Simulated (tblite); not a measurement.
F3La (SMILES [F][La]([F])[F]), singlet, at a GFN2-xTB geometry (such geometries of metal compounds can be far from the true shape); IPEA1-xTB (tblite).

Input for tblite:
```
$ tblite run mol.xyz --method ipea1 --charge 0 --spin 0 --json tblite.json --no-restart

# file mol.xyz
4

La     0.03101627    -0.05651823    -0.13480663
F     -1.70864996    -0.89419144     0.33144867
F     -0.05107305     1.90142145    -0.45924858
F      1.56328666    -0.64928125     0.98157523
```

Output, abridged:

```
xTB calculator
 | screened Coulomb repulsion
 | Coulomb electrostatics
 |  * isotropic Klopman-Ohno-Mataga-Nishimoto electrostatics
 |  * onsite third-order electrostatics
 | DFT-D3(BJ) dispersion correction

halogen bonding energy    0.0000000000000E+00 Eh
repulsion energy          4.9195435299647E-04 Eh
dispersion energy        -5.8027140939787E-04 Eh
number of electrons       2.4000000000000E+01 e
integral cutoff           4.0000000000000E+01 bohr

------------------------------------------------------------
  cycle        total energy    energy error   density error
------------------------------------------------------------
      1     -15.88950882078  -1.5889421E+01   8.1650497E-01
      2     -16.99480955562  -1.1053007E+00   4.6275435E-01
      3     -16.87324310914   1.2156645E-01   3.4354958E-01
      4     -56.74428646730  -3.9871043E+01   3.5270094E+00
      5     -47.65373517868   9.0905513E+00   3.3683692E+00
      6     -17.01482194081   3.0638913E+01   1.6542912E-01
      7     -17.09146903349  -7.6647093E-02   6.3539891E-02
      8     -17.09831549472  -6.8464612E-03   9.0944651E-02
      9     -17.09089080204   7.4246927E-03   1.2458537E-01
     10     -17.09148035064  -5.8954860E-04   1.2263937E-01
     11     -17.09515597869  -3.6756281E-03   1.0631305E-01
     12     -17.09782063785  -2.6646592E-03   8.1179167E-02
     13     -17.09917410028  -1.3534624E-03   4.4349022E-02
     14     -17.09948417172  -3.1007144E-04   1.7194307E-02
     15     -17.09953677382  -5.2602104E-05   5.2944008E-03
     16     -17.09955240497  -1.5631146E-05   1.5730035E-03
     17     -17.09955976975  -7.3647837E-06   5.4743588E-04
     18     -17.09956103799  -1.2682338E-06   2.7009282E-04
     19     -17.09956125509  -2.1710679E-07   9.8785772E-05
     20     -17.09956127827  -2.3178405E-08   1.4398261E-06
------------------------------------------------------------

electronic energy        -1.7099472961216E+01 Eh
total energy             -1.7099561278272E+01 Eh

Post processing:
 | Mayer-Wiberg bond orders

[Info] JSON dump of results written to 'tblite.json'
```
